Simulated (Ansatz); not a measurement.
A nudged elastic band was laid between two geometries of F4Zr + H2 (7 atoms, charge 0, multiplicity 1).

All numbers below come from RHF/def2-SVP (Ansatz 0.2.0).

| Quantity | Value |
| --- | --- |
| movable images | 7 |
| climbing image | yes |
| spring | 5.0 eV/Å² |
| optimiser | quadratic models (default) |
| start path | through a guess of the saddle point |
| force threshold | 0.03 eV/Å |
| iteration limit | 60 |
| end points | relaxed |

Image 0:

```xyz
7
Properties=species:S:1:pos:R:3
Zr 0.296 0.000 -0.036
F 0.491 0.000 1.857
F 2.027 0.000 -0.817
F -0.624 1.559 -0.614
F -0.624 -1.559 -0.614
H -2.735 0.000 1.160
H -2.351 0.000 1.802
```

Image 8:

```xyz
7
Properties=species:S:1:pos:R:3
Zr -0.395 -0.210 -0.260
F -0.368 0.840 1.952
F 1.337 -0.720 0.359
F -0.711 1.615 -0.723
F -0.610 -1.156 -1.894
H -1.783 -0.961 0.736
H -0.992 0.592 2.568
```

**Question.** What changes between the two ends?

**Answer.** Bonds broken: H6–H7. Bonds formed: Zr1–H6, F2–H7. F4Zr + H2 becomes F4H2Zr.

**Question.** What energy profile does the band end with?

**Answer.** The run converged. The highest image is number 6 of 0 to 8, 2.03 eV above the first end and 0.47 eV above the last; the last end lies 1.56 eV above the first. Neighbouring images differ by up to 1.5 eV, so the band resolves the path poorly. A vibrational analysis at the climbing image gives one clearly imaginary mode, 1309i cm⁻¹: a first-order saddle point. The orbitals stay closed-shell, which can raise the energy where a bond breaks towards radicals; this wasn't checked here.

```json
{"image": "0", "path coordinate (Å)": "0.00", "energy (eV)": "0.00", "H6–H7 (Å)": "0.75", "Zr1–H6 (Å)": "3.26", "F2–H7 (Å)": "2.84"}
{"image": "1", "path coordinate (Å)": "0.84", "energy (eV)": "0.01", "H6–H7 (Å)": "0.75", "Zr1–H6 (Å)": "3.57", "F2–H7 (Å)": "3.06"}
{"image": "2", "path coordinate (Å)": "1.69", "energy (eV)": "0.02", "H6–H7 (Å)": "0.75", "Zr1–H6 (Å)": "3.80", "F2–H7 (Å)": "3.04"}
{"image": "3", "path coordinate (Å)": "2.53", "energy (eV)": "0.02", "H6–H7 (Å)": "0.75", "Zr1–H6 (Å)": "3.71", "F2–H7 (Å)": "2.83"}
{"image": "4", "path coordinate (Å)": "3.37", "energy (eV)": "0.13", "H6–H7 (Å)": "0.74", "Zr1–H6 (Å)": "3.04", "F2–H7 (Å)": "2.33"}
{"image": "5", "path coordinate (Å)": "4.21", "energy (eV)": "0.54", "H6–H7 (Å)": "0.75", "Zr1–H6 (Å)": "2.41", "F2–H7 (Å)": "1.87"}
{"image": "6", "path coordinate (Å)": "5.05", "energy (eV)": "2.03", "H6–H7 (Å)": "1.08", "Zr1–H6 (Å)": "2.03", "F2–H7 (Å)": "1.10"}
{"image": "7", "path coordinate (Å)": "5.73", "energy (eV)": "1.67", "H6–H7 (Å)": "1.77", "Zr1–H6 (Å)": "1.90", "F2–H7 (Å)": "0.92"}
{"image": "8", "path coordinate (Å)": "6.41", "energy (eV)": "1.56", "H6–H7 (Å)": "2.53", "Zr1–H6 (Å)": "1.87", "F2–H7 (Å)": "0.91"}
```

**Question.** What is the geometry of the highest image?

**Answer.** 
```xyz
7
Properties=species:S:1:pos:R:3:forces:R:3
Zr -0.291 -0.001 -0.091 0.00 0.01 0.00
F -0.420 0.783 1.942 0.02 0.02 0.00
F 1.529 -0.494 0.081 -0.01 0.01 0.00
F -0.604 1.697 -0.870 0.01 0.00 0.01
F -0.950 -1.196 -1.409 0.00 -0.01 0.00
H -1.622 -0.770 1.229 -0.01 -0.01 0.01
H -1.162 -0.019 1.856 -0.01 -0.01 -0.01
```

The run took 4 min on 1 thread of Arm Neoverse V2 (shared host), peak memory 0.18 GiB.
